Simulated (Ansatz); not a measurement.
Program: Ansatz. Geometries: PBE0-D4/def2-TZVP. ΔE: electronic, gas phase. CBS: MP2 limit from def2 TZ/QZ plus the TZ coupled-cluster correction, frozen cores. This one scheme is used for every species. DFT in def2-TZVPP. B3LYP here is the variant with VWN-RPA as its local correlation; programs differ in this. For Ge outer-core shells are correlated without core-valence functions, which leaves a few kJ/mol of doubt a bond. Scalar relativity is left out up to krypton. One conformer a species, not always the lowest.

Reaction (formal exchange of groups at a Ge–Si bond): `[OH][Ge]([OH])([OH])[SiH3]` + H₂S → `[OH][GeH]([OH])[OH]` + `[SiH3]S`

(1) Is it downhill or uphill in electronic energy at CCSD(T)/CBS, and by how much? (Best estimate.)

(2) What do these levels give: r2SCAN-D4, ωB97M-V, B3LYP, MP2/def2-TZVPP, CCSD(T)/def2-TZVPP, MP2/CBS(def2)? (An estimate is asked.)

Largest T1 diagnostic among the species: 0.013.

## Answers

(1) The calculation gave: Downhill: ΔE = -9.0 kcal/mol.

(2) The calculation gave: r2SCAN-D4 -9.0, ωB97M-V -9.4, B3LYP -8.6, MP2/def2-TZVPP -10.6, CCSD(T)/def2-TZVPP -9.0, MP2/CBS(def2) -10.7 kcal/mol.

From PBE to PBE0 (25 % exact exchange), in def2-TZVPP and without D4, ΔE moves by −1.4 kcal/mol. The D4 term adds +0.9 kcal/mol with B3LYP and +0.6 kcal/mol with PBE0; it sums over pairs of atoms, weighted by their polarisabilities, and B3LYP, whose exchange is more repulsive, gets the larger term.
